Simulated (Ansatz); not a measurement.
All values below come from Ansatz (an electronic-structure program) with PBE-D3(BJ)/def2-SVP. No frequencies were computed at this level.

Ansatz 0.2 input:
```yaml
crystal:
  periodic: [false, false, false]
  atoms:
    - { symbol: Ti, position_ang: [0.031778, 0.015291, 0.060467] }
    - { symbol: C, position_ang: [0.957349, 0.457789, 1.830113] }
    - { symbol: H, position_ang: [1.593994, 1.354145, 1.733794] }
    - { symbol: H, position_ang: [1.599209, -0.375826, 2.163513] }
    - { symbol: H, position_ang: [0.220107, 0.653618, 2.627714] }
    - { symbol: Br, position_ang: [-1.179884, 1.907247, -0.669055] }
    - { symbol: Br, position_ang: [1.668801, -0.559624, -1.542316] }
    - { symbol: Br, position_ang: [-1.439501, -1.802138, 0.394562] }
basis:
  gaussian: { orbitals: def2-svp }
hamiltonian:
  xc: pbe
  dispersion: d3bj
relax:
  max_steps: 150
```

Output:

```
Functional definition: PBE
1747 factors; their error is unknown
mean field evaluation 1: about -234267.5266 eV, gradient 6.4e1 eV
mean field evaluation 2: about -234221.7049 eV, gradient 1.2e2 eV
mean field evaluation 4: about -234276.3015 eV, gradient 2.3e1 eV
mean field evaluation 8: about -234277.8101 eV, gradient 8.0e-1 eV
mean field evaluation 16: about -234277.6334 eV, gradient 8.8e-4 eV
mean field -234277.63340759 eV, -8609.5442286456 hartree, gradient 2.3e-5 eV, S^2 0.000000; 0 other end points of the search recorded, 0 dependent functions left out
reference -234277.63348771 eV, -8609.5442315899 hartree; 68, 68 occupied and 88, 88 virtual orbitals, 1747 factors
relax step   1: F+E_penalty+E_count = -234277.92572803 eV  Δ(F+E_penalty+E_count) = +0.000e0 eV  max|allowed force component| = 3.454e-1 eV/Å  Δτ_max = 0.0000 Å  (31 SCF iters, accepted)
these checks for a lower state are left out or cut short: starts, cluster_reference, orbital_swaps, neighbouring_geometries, increment
1747 factors; their error is unknown
mean field -234277.68102877 eV, -8609.5459786916 hartree, gradient 8.6e-6 eV, S^2 0.000000; 0 other end points of the search recorded, 0 dependent functions left out
reference -234277.68110789 eV, -8609.5459815991 hartree; 68, 68 occupied and 88, 88 virtual orbitals, 1747 factors
relax step   2: F+E_penalty+E_count = -234277.97949859 eV  Δ(F+E_penalty+E_count) = -5.377e-2 eV  max|allowed force component| = 1.209e-1 eV/Å  Δτ_max = 0.0851 Å  (31 SCF iters, accepted)
these checks for a lower state are left out or cut short: starts, cluster_reference, orbital_swaps, neighbouring_geometries, increment
1747 factors; their error is unknown
mean field evaluation 32: about -234277.6861 eV, gradient 5.4e-4 eV
mean field -234277.68606533 eV, -8609.5461637817 hartree, gradient 2.4e-5 eV, S^2 0.000000; 0 other end points of the search recorded, 0 dependent functions left out
reference -234277.68614440 eV, -8609.5461666875 hartree; 68, 68 occupied and 88, 88 virtual orbitals, 1747 factors
relax step   3: F+E_penalty+E_count = -234277.98485805 eV  Δ(F+E_penalty+E_count) = -5.359e-3 eV  max|allowed force component| = 5.238e-2 eV/Å  Δτ_max = 0.0402 Å  (31 SCF iters, accepted)
these checks for a lower state are left out or cut short: starts, cluster_reference, orbital_swaps, neighbouring_geometries, increment
1747 factors; their error is unknown
mean field -234277.68621552 eV, -8609.5461693013 hartree, gradient 1.8e-5 eV, S^2 0.000000; 0 other end points of the search recorded, 0 dependent functions left out
reference -234277.68629459 eV, -8609.5461722068 hartree; 68, 68 occupied and 88, 88 virtual orbitals, 1747 factors
relax step   4: F+E_penalty+E_count = -234277.98510095 eV  Δ(F+E_penalty+E_count) = -2.429e-4 eV  max|allowed force component| = 1.660e-2 eV/Å  Δτ_max = 0.0167 Å  (32 SCF iters, accepted)
these checks for a lower state are left out or cut short: starts, cluster_reference, orbital_swaps, neighbouring_geometries, increment
1747 factors; their error is unknown
mean field -234277.68625041 eV, -8609.5461705832 hartree, gradient 1.8e-5 eV, S^2 0.000000; 0 other end points of the search recorded, 0 dependent functions left out
reference -234277.68632947 eV, -8609.5461734889 hartree; 68, 68 occupied and 88, 88 virtual orbitals, 1747 factors
relax step   5: F+E_penalty+E_count = -234277.98513458 eV  Δ(F+E_penalty+E_count) = -3.363e-5 eV  max|allowed force component| = 1.839e-3 eV/Å  Δτ_max = 0.0071 Å  (32 SCF iters, accepted)
1747 factors; their error is unknown
mean field -234277.68625041 eV, -8609.5461705832 hartree, gradient 1.8e-5 eV, S^2 0.000000; 1 other end points of the search recorded, 0 dependent functions left out
reference -234277.68632947 eV, -8609.5461734889 hartree; 68, 68 occupied and 88, 88 virtual orbitals, 1747 factors
Total energy: -234277.98521365 eV, -8609.5571572796 hartree
Atom 0 at     0.016511     0.007924     0.031619 Å, force    -0.000137    -0.000063    -0.000250 eV/Å
Atom 1 at     0.936352     0.447695     1.789950 Å, force     0.000872     0.000388     0.001604 eV/Å
Atom 2 at     1.612269     1.313175     1.624027 Å, force    -0.001016    -0.001824     0.000666 eV/Å
Atom 3 at     1.515210    -0.443035     2.113946 Å, force    -0.001182     0.001839    -0.000166 eV/Å
Atom 4 at     0.156244     0.699826     2.539156 Å, force     0.001791    -0.000195    -0.001220 eV/Å
Atom 5 at    -1.158044     1.945198    -0.548834 Å, force     0.000212    -0.001036    -0.000141 eV/Å
Atom 6 at     1.746822    -0.507665    -1.454884 Å, force    -0.001027     0.000233     0.000196 eV/Å
Atom 7 at    -1.373512    -1.812616     0.503812 Å, force     0.000487     0.000658    -0.000689 eV/Å
Dipole moment:     0.119126     0.056940     0.227707 e Å
```

Cost: about 30 core-seconds (a rough figure).
